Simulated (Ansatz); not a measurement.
Bi8O17H10, relaxed as a singlet with RKS PBE-D4/def2-SVP in Ansatz, starting from the GFN2-xTB geometry. Force threshold 0.03 eV/Å.

In the def2 sets Bi takes a core potential; there is no spin–orbit coupling. Single mean-field runs in def2-SVP are fitted with def2-universal-jkfit.

Start:

```tsv
atom	x (Å)	y (Å)	z (Å)
Bi1	-0.717	-0.038	1.618
Bi2	-0.129	-1.134	-2.119
Bi3	1.748	1.816	-0.410
Bi4	0.752	-3.333	0.632
Bi5	-1.874	2.156	-1.338
Bi6	-3.100	-2.606	0.156
Bi7	2.686	-0.422	2.226
Bi8	3.234	-1.057	-1.019
O9	-1.505	1.777	2.365
O10	1.187	-1.866	1.961
O11	-0.608	-0.605	3.615
O12	1.185	0.930	1.744
O13	3.445	0.393	0.477
O14	3.825	-2.081	0.997
O15	-0.537	2.816	0.142
O16	-3.337	-0.883	1.169
O17	-3.205	1.601	0.182
O18	3.041	1.077	-2.102
O19	0.398	2.321	-2.240
O20	1.757	-2.705	-0.976
O21	1.188	-0.180	-0.781
O22	-3.325	-1.798	-1.674
O23	-1.038	-2.513	0.028
O24	-1.556	0.160	-1.489
O25	0.680	0.039	-3.609
H26	-1.254	1.837	3.285
H27	0.049	-1.298	3.652
H28	3.381	-2.927	1.028
H29	-0.831	2.575	1.045
H30	-3.388	-0.050	0.644
H31	-2.861	1.822	1.054
H32	2.431	0.925	-2.834
H33	0.572	3.243	-2.439
H34	-2.846	-0.948	-1.667
H35	0.549	0.955	-3.328
```

**Question.** Estimate the energy that the relaxation releases and the steps that it takes.

**Answer.** 64.1 kcal/mol, in 19 steps; 2.5 min on 2 threads of AMD EPYC 7R13 on a shared host and a share (18 GiB) of an NVIDIA H100 80GB HBM3. No frequencies were taken in this run, so the end may be a saddle point.

**Question.** Does the start keep its bonding and symmetry?

**Answer.** Bonds formed: Bi4–O14 (atoms count from 1).

**Question.** Predict the relaxed structure.

**Answer.** 
```tsv
atom	x (Å)	y (Å)	z (Å)
Bi1	-0.744	-0.002	1.762
Bi2	-0.148	-1.214	-2.236
Bi3	1.741	1.855	-0.328
Bi4	1.051	-3.325	0.527
Bi5	-1.966	2.234	-1.282
Bi6	-3.052	-2.626	0.075
Bi7	2.728	-0.446	2.321
Bi8	3.307	-1.020	-1.208
O9	-1.649	1.993	2.390
O10	1.005	-1.773	2.025
O11	-0.699	-0.478	3.848
O12	1.303	1.097	1.889
O13	3.575	0.329	0.493
O14	3.341	-2.439	0.930
O15	-0.458	2.628	0.261
O16	-3.193	-0.880	1.267
O17	-3.292	1.543	0.341
O18	3.088	1.000	-2.191
O19	0.284	2.272	-2.267
O20	1.691	-2.656	-1.406
O21	1.145	-0.234	-0.665
O22	-3.362	-1.833	-1.836
O23	-0.906	-2.534	-0.071
O24	-1.736	0.191	-1.684
O25	0.999	0.039	-3.635
H26	-1.496	2.154	3.341
H27	-0.194	-1.317	3.833
H28	4.151	-2.973	1.049
H29	-0.840	2.583	1.224
H30	-3.353	0.014	0.761
H31	-2.970	1.899	1.218
H32	2.407	0.760	-2.897
H33	0.520	3.137	-2.659
H34	-2.926	-0.915	-1.817
H35	0.646	0.938	-3.376
```
Bond lengths (bridged metal pairs left out): 34 × Bi–O 2.09 to 2.57 Å; 10 × H–O 0.98 to 1.04 Å.
